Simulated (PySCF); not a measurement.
B(Cl)2(Me) (CH3BCl2), SMILES CB(Cl)Cl. The structure is a stationary point at ωB97X-D3(BJ)/def2-SVP.

Computed equilibrium geometry at ωB97X-D3(BJ)/def2-SVP (PySCF confirms it by a frequency run) as Cartesian coordinates in Å:
```xyz
7

B     -0.2185     0.1848    -0.1616
Cl     1.4994     0.2962    -0.5077
Cl    -0.7173    -0.8991     1.1268
C     -1.2679     0.9805    -1.0017
H     -2.1823     1.1987    -0.4312
H     -1.5616     0.3370    -1.8519
H     -0.8520     1.9063    -1.4248
```
Charge 0, spin multiplicity 1.
